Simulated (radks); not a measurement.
Problem. Species: Hg LII. Configuration: [Ar] 3d10 4s1. Calculated with a radial shooting solver on a logarithmic mesh with Libxc functionals: Dirac Kohn-Sham, exchange-only PBE, spin-unpolarised, spherical densities, finite nucleus; Fermi nuclear charge, rms radius 5.4648 fm. Some entries of the table are withheld. Estimate them.

orbital  occ.  eigenvalue (eV)  <r^2> (bohr^2)
1s1/2       2        -85831.59       0.0003809
2s1/2       2        -17473.07        0.005714
2p1/2       2        -16896.30             (1)
2p3/2       4        -14938.38             (2)
3s1/2       2        -6115.524         0.03575
3p1/2       2        -5861.710         0.03238
3p3/2       4        -5407.566         0.03807
3d3/2       4        -4998.381         0.02879
3d5/2       6        -4899.274         0.03031
4s1/2       1              (3)          0.1368
4p1/2       0              (4)             (5)
4p3/2       0              (6)             (7)
5s1/2       0        -1811.107          0.3744

Solution. 
(1) 2p1/2 <r^2> (bohr^2): 0.004031
(2) 2p3/2 <r^2> (bohr^2): 0.005205
(3) 4s1/2 eigenvalue (eV): -3029.381
(4) 4p1/2 eigenvalue (eV): -2919.722
(5) 4p1/2 <r^2> (bohr^2): 0.1337
(6) 4p3/2 eigenvalue (eV): -2762.622
(7) 4p3/2 <r^2> (bohr^2): 0.1498
